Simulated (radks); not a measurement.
Charge is removed step by step from the 2p down level of neutral selenium, starting from [He] 2s2 2p(up 3, down 3) 3s2 3p6 3d10 4s2 4p4. Calculated with a radial shooting solver on a logarithmic mesh with Libxc functionals: scalar-relativistic Kohn-Sham, SCAN, spin-polarised, spherical densities, finite nucleus; open shells are filled with parallel spins first; meta-GGA in the generalised Kohn-Sham scheme; Fermi nuclear charge, rms radius 4.14 fm.

| removed (e) | E - E(0) (eV) | eigenvalue (eV) | E minus straight line (eV) |
|---|---|---|---|
| 0 | 0.000 | -1423.5 | 0.000 |
| 0.25 | 357.91 | -1441.4 | -6.783 |
| 0.5 | 720.33 | -1459.5 | -9.069 |
| 0.75 | 1087.3 | -1477.7 | -6.816 |
| 1 | 1458.8 | -1496.0 | 0.000 |

Removing the whole electron costs 1458.8 eV by Delta-SCF, against 1423.5 eV from minus the eigenvalue at the starting occupation. Slater's transition state (half an electron removed) gives 1459.5 eV. Integrating minus the eigenvalue over the occupation (Janak's theorem) gives 1459.6 eV. In this scalar-relativistic scheme the density is built from large components alone, so the theorem holds only approximately. The mean slope of the eigenvalue, de/dn, is 72.5 eV per electron.
